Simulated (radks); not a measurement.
All-electron atom: Al in [Ne] 3s2 3p0.5 4p0.5 (fractional occupations, a model configuration). Method: non-relativistic Kohn-Sham, BLYP, spin-polarised, spherical densities, point nucleus; open shells are filled with parallel spins first; computed with a radial shooting solver on a logarithmic mesh with Libxc functionals.

Normalised radial functions P(r) = r R(r), r in bohr:

```
   r/bohr * 2s down, o 3p up, + 4p up (the largest magnitude, 1.25, reaches the edge; | marks zero, & curves that meet)
 0.007999                             &   *
  0.01242                             &    *
  0.01929                             &       *
  0.02995                             &         *
  0.04613                             +o          *
  0.07162                             +o           *
   0.1112                             + o      *
   0.1727                            *|+ o
    0.266             *               |+   o
    0.413  *                          |+   o
   0.6412   *                         |+ o
   0.9956               *          o +|
    1.534                    o    * + |
    2.381                o          + *
    3.697                   o        +*
    5.741                        o    *  +
    8.843                            o*      +
    13.73                             &     +
    21.32                             & +
     33.1                             &
```

2s down: eigenvalue -109.99 eV, 1 radial node at r = 0.165 bohr, <r> = 0.629 bohr, 90 % of the charge inside 0.995 bohr. 3p up: eigenvalue -4.476 eV, 1 radial node at r = 0.815 bohr, <r> = 3.14 bohr, 90 % of the charge inside 4.91 bohr. 4p up: eigenvalue -0.678 eV, 2 radial nodes at r = 0.803, 4.08 bohr, <r> = 12.1 bohr, 90 % of the charge inside 17.3 bohr.
